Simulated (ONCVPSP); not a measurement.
Ga (Z = 31), ONCV: configuration errors across variants

Ga (Z = 31), optimised norm-conserving Vanderbilt (ONCV), made with ONCVPSP 4.0.1 (PBE, fully relativistic). Core [Ne], reference 3s2 3p6 3d10 4s2 (charge +1). Waves: 3s+4s: rc 1.00 bohr, ncon 4, nbas 8, qcut 10.5 1/bohr, 2 projectors; 3p: rc 0.70 bohr, ncon 4, nbas 7, qcut 13.5 1/bohr, 3 projectors, debl 1.7 Ha; 3d: rc 1.35 bohr, ncon 3, nbas 8, qcut 10.2 1/bohr, 1 projector. Local part: polynomial inside 0.65 bohr (lpopt 5, dvloc0 6 Ha). Core correction: none.

Open shells are filled in proportion to 2j + 1.

In the p channel the program set the typed energies aside and used -3.893, 0.250, 1.950 Ha (j = l + 1/2; the other j can differ).

All-electron excitation energies from the reference (eV): (1) 3s2 3p6 3d10 4s2 4p1 -5.690; (2) 3s2 3p6 3d10 4s1 21.129; (3) 3s2 3p6 3d10 4s0 52.400; (4) 3s2 3p6 3d9 4s0 116.275.

4 further variants failed, have other tests or another functional or relativity, and are left out.

The file “all radii scaled by about 1.30 (s 1.30, p 0.90, d 1.76 bohr); local potential polynomial inside 0.84 bohr (lpopt 5, dvloc0 6 Ha)” misses its own reference levels by 0.8 eV.

Errors AE − PS in meV (a dash: test not solved or not reliable):

| change | (1) | (2) | (3) | (4) | bound ghosts | GHOST(+) flags above zero |
| --- | --- | --- | --- | --- | --- | --- |
| base | -0.2 | +0.7 | -2.0 | +13 | none | p3/2, p1/2 |
| core correction Teter function, fcfact 4.25, rcfact 1.2 | -0.2 | +0.3 | -5.0 | +11 | none | p3/2, p1/2 |
| all radii scaled by about 1.30 (s 1.30, p 0.90, d 1.76 bohr); local potential polynomial inside 0.84 bohr (lpopt 5, dvloc0 6 Ha) | +8.7 | -8.2 | -61 | +80 | none | none |
| local potential polynomial inside 0.65 bohr (lpopt 5, dvloc0 4 Ha) | -0.2 | +0.7 | -2.0 | +13 | none | p3/2, p1/2 |
| d: rc 1.44 | -0.2 | -0.3 | -9.9 | +26 | none | p3/2, p1/2 |

(1) Give the same row for: s: qcut 6.8.

Answers

(1) -0.1, +0.4, -4.1, +11; bound ghosts: none; GHOST(+) flags above zero: p3/2, p1/2.
